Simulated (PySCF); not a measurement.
Si(H)(F)(OH)(NMe2) (C2H8FNOSi), SMILES CN(C)[SiH](O)F.

Coordinates come from a PBE0-D3(BJ)/def2-SVP optimisation. The values are those of a single conformer.

Two levels are set side by side: PBE/def2-TZVP (PySCF) and ωB97X/def2-TZVP (PySCF). Same geometry, gas phase. Differences are taken from unrounded values.

| quantity | ωB97X |
|---|---|
| orbital gap (eV) | 11.99 |
| highest occupied level (eV) | -9.13 |
| lowest empty level (eV) | 2.86 |
| dipole moment (D) | 2.44 |
| mean polarisability (bohr³) | 58.7 |

Question: What does PBE give, and how far is it from ωB97X? (Estimate from the structure and the level; the computed values follow.)

Answer: 
```csv
quantity,PBE,PBE minus ωB97X
orbital gap (eV),5.32,-6.67
highest occupied level (eV),-5.40,3.73
lowest empty level (eV),-0.09,-2.95
dipole moment (D),2.34,-0.09
mean polarisability (bohr³),62.6,4.0
```

PBE's occupied levels lie high since its potential decays too fast outside the molecule; exact exchange lowers them and widens the gap. PBE's more diffuse valence density responds more strongly to a field. Differences between two approximate levels are no errors against the true value.

Rough cost on one machine, each run with all the roots and properties that it gave: ωB97X against PBE within a factor of 2.
